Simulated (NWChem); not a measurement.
System: ZrBrF3; SMILES [F][Zr]([F])([F])[Br]

NWChem input:

```
start job
memory heap 200 mb stack 900 mb global 1100 mb
geometry units angstroms noautosym nocenter noautoz
  Zr     0.000000     0.000000     0.612667
  F      1.742954     0.329708     1.259867
  F     -0.585942    -1.674297     1.259867
  F     -1.157013     1.344589     1.259867
  Br     0.000000     0.000000    -1.884865
end
basis spherical
  * library sto-3g
end
dft
  xc b3lyp
  iterations 150
end
property
  response 1 0.0773
end
task dft property
```

Parts of the log:

```
             Northwest Computational Chemistry Package (NWChem) 7.3.0
             --------------------------------------------------------

                             Geometry "geometry" -> ""
                             -------------------------

 Output coordinates in angstroms (scale by  1.889725989 to convert to a.u.)

  No.       Tag          Charge          X              Y              Z
 ---- ---------------- ---------- -------------- -------------- --------------
    1 Zr                  40.0000     0.00000000     0.00000000     0.61266700
    2 F                    9.0000     1.74295400     0.32970800     1.25986700
    3 F                    9.0000    -0.58594200    -1.67429700     1.25986700
    4 F                    9.0000    -1.15701300     1.34458900     1.25986700
    5 Br                  35.0000     0.00000000     0.00000000    -1.88486500

 Effective nuclear repulsion energy (a.u.)     779.6571086725

                              NWChem Property Module
                              ----------------------

                                 NWChem DFT Module
                                 -----------------

 Summary of "ao basis" -> "ao basis" (spherical)
 ------------------------------------------------------------------------------
       Tag                 Description            Shells   Functions and Types
 ---------------- ------------------------------  ------  ---------------------
 Zr                          sto-3g                 11       27   5s4p2d
 F                           sto-3g                  3        5   2s1p
 Br                          sto-3g                  8       18   4s3p1d

            General Information
            -------------------
          SCF calculation type: DFT
          Wavefunction type:  closed shell.
          No. of atoms     :     5
          No. of electrons :   102
           Alpha electrons :    51
            Beta electrons :    51
          Charge           :     0
          Spin multiplicity:     1
          Use of symmetry is: off; symmetry adaption is: off
          Maximum number of iterations: 150
          AO basis - number of functions:    60
                     number of shells:    28
          Convergence on energy requested:  1.00D-06
          Convergence on density requested:  1.00D-05
          Convergence on gradient requested:  5.00D-04

              XC Information
              --------------
                         B3LYP Method XC Potential
                     Hartree-Fock (Exact) Exchange  0.200
                        Slater Exchange Functional  0.800 local
                    Becke 1988 Exchange Functional  0.720 non-local
              Lee-Yang-Parr Correlation Functional  0.810
                  VWN I RPA Correlation Functional  0.190 local

             Grid Information
             ----------------
          Grid used for XC integration:  medium
          Radial quadrature: Mura-Knowles
          Angular quadrature: Lebedev.
          Tag              B.-S. Rad. Rad. Pts. Rad. Cut. Ang. Pts.
          ---              ---------- --------- --------- ---------
          Zr                  1.55      123           7.0       590
          F                   0.50       49           9.0       434
          Br                  1.15      112           8.0       590
          Grid pruning is: on
          Number of quadrature shells:   382
          Spatial weights used:  Erf1

      Superposition of Atomic Density Guess
      -------------------------------------

 Sum of atomic energies:       -6341.35037523

      Non-variational initial energy
      ------------------------------

 Total energy =   -6341.072404
 1-e energy   =  -10394.062833
 2-e energy   =    3273.333321
 HOMO         =      -0.285301
 LUMO         =       0.299674

   convergence    iter        energy       DeltaE   RMS-Dens  Diis-err
 ---------------- ----- ----------------- --------- --------- ---------
 d= 0,ls=0.0,diis     1  -6345.9905338053 -7.13D+03  6.04D-02  1.55D+00
 d= 0,ls=0.0,diis     2  -6344.9879863967  1.00D+00  3.82D-02  9.97D+00
 d= 0,ls=0.0,diis     3  -6346.3030753874 -1.32D+00  7.12D-03  4.52D-02
 d= 0,ls=0.0,diis     4  -6346.3108307639 -7.76D-03  2.57D-03  6.95D-03
 d= 0,ls=0.0,diis     5  -6346.3128669392 -2.04D-03  9.36D-05  2.10D-05
  Resetting Diis
 d= 0,ls=0.0,diis     6  -6346.3128712483 -4.31D-06  6.50D-06  7.10D-08
 d= 0,ls=0.0,diis     7  -6346.3128712618 -1.34D-08  1.72D-06  1.81D-09

         Total DFT energy =    -6346.312871261761
      One electron energy =   -10391.850801626850
           Coulomb energy =     3502.219160360232
    Exchange-Corr. energy =     -236.338338667671
 Nuclear repulsion energy =      779.657108672528

 Numeric. integr. density =      102.000002875841

                       DFT Final Molecular Orbital Analysis
                       ------------------------------------

[...]

 DFT Linear Response polarizability / au
 Frequency  =       0.0773000 / au
 Wavelength =     589.4353558 / nm
              X              Y              Z
 -----------------------------------------------
 X      18.3811280     -0.0000001     -0.0000089
 Y      -0.0000001     18.3811337      0.0000007
 Z      -0.0000089      0.0000007     38.3396909
 -----------------------------------------------
 Eigenvalues =      18.3811280     18.3811337     38.3396909
 Isotropic   =      25.0339842
 Anisotropic =      19.9585600
 -----------------------------------------------

 Magnetic Dipole Response Matrix (nonzero elements):

 Exiting AOResponse driver routine
```

Level: B3LYP/STO-3G, non-relativistic. STO-3G and 3-21G are far too small for this property and stand as cheap habits. Geometry: optimised at PBE0/def2-SVP (def2 core potentials past Kr).
